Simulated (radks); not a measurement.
Values are calculated unless marked as measured or tabulated.
Task: Spherical quantum dot in the effective-mass picture: electrons in a parabolic well V = omega^2 r^2 / 2 with omega = 1.34, with a point charge +1 (a donor) at the centre, all in effective atomic units (hartree* = m*/eps^2 hartree, bohr* = eps/m* bohr), one dielectric constant everywhere. Level of theory: non-relativistic Kohn-Sham, PBE, spin-polarised, spherical densities (a radial shooting solver with Libxc functionals). Levels are named by radial order and angular momentum (1s, 1p, 1d, 2s, ...), and open shells are averaged over m. Results are scaled to m* = 0.569 and eps = 12.7, for which hartree* = 96 meV and bohr* = 1.181 nm. At N = 20 the configuration is 1s2 1p6 1d10 2s2. Does electron 21 go into 2p up or 1f up?

Result: Into 1f up. The total energies of the other choices lie higher by 15.8 meV (2p up).
